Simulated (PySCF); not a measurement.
## NMR data sheet: C7H8FNSi

```yaml
Formula: C7H8FNSi
SMILES: Fc1cccc(/C=N\[SiH3])c1
Point_group_of_the_computed_structure: C1
Degrees_of_unsaturation: 5
Carbon_signals: 7
Proton_signals: 6
```

Bonds (- single, = double, # triple, : aromatic): F1-C2, C2:C3, C3:C4, C4:C5, C5:C6, C6-C7, C7=N8, N8-Si9, C6:C10, C10:C2. C3 carries H11; C4 carries H12; C5 carries H13; C7 carries H14; Si9 carries H15, H16, H17; C10 carries H18. Stereochemistry as in Fc1cccc(/C=N\[SiH3])c1.

Relativity neglected, no solvent model, fast rotation and ring inversion assumed for equivalent nuclei, a single conformation. Geometry from PBE0-D3(BJ)/def2-SVP; shielding tensors at PBE0/pcSseg-1 (GIAO); PySCF 2.14.

Referencing at the same level of theory: ¹H, ¹³C, ²⁹Si against TMS; ¹⁹F vs CFCl3; ¹⁵N vs NH3.

```tsv
carbon	δC, type	δH (multiplicity)	HMBC from (2–3 bonds)	span of the C tensor (ppm)
C2	170.4, C	–	H12, H11, H18	162
C3	123.9, CH	7.27 (m)	H12, H13, H18	192
C4	136.2, CH	7.64 (m)	H13, H11	233
C5	134.0, CH	7.36 (d)	H14, H12, H11, H18	218
C6	141.9, C	–	H14, H12, H13, H18	206
C7	177.1, CH	9.21 (s)	H13, H18, H15/H16/H17	184
C10	118.2, CH	7.14 (m)	H14, H13, H11	186
```

Other nuclei:
```tsv
atoms	nucleus	environment	δ (ppm)	σ (ppm)
H15/H16/H17	¹H	hydrogen on a silicon bonded to N	5.34	25.93
F1	¹⁹F	aryl fluorine	-108.8	286.1
Si9	²⁹Si	silicon bonded to N, 3 H	-67.9	419.9
N8	¹⁵N	imine nitrogen	373.9	-108.2
```

Carbon types of the structure: 2 × C, 5 × CH, leaving 3 H on heteroatoms. δC 177.1: C=N carbon. δC 170.4: aromatic carbon bearing fluorine; the electronegative substituent deshields the carbon that carries it. δC 141.9: substituted aromatic carbon. δC 136.2, 134.0, 123.9, 118.2: aromatic CH. δH 9.21: hydrogen on a C=N carbon.

Splittings by ¹⁹F in the carbon and heteronuclear signals aren't shown, as no couplings were computed. Shifts are as computed. Against solution values, carbons near 30 ppm lie about +2 ppm off and those near 130 ppm about +5 ppm. Of 1211 compounds with measured shifts, 218 miss one by over three times the rms of a fit or turn the order of signals round; such compounds aren't used in these exercises. Unscaled 19F shifts against computed CFCl3 carry errors that often reach 10 to 50 ppm. Experimental scales use liquid or dissolved standards, which lie at an offset from isolated NH3 (liquid NH3: subtract about 20 ppm). Unscaled 15N shifts of sp2 nitrogen come out 20 to 40 ppm too high even then. No couplings were computed; multiplicities are counted from neighbouring protons, with m where these are inequivalent, close in shift, in a saturated or five-membered ring or joined by F or P, and br s for small geminal =CH2 splittings.
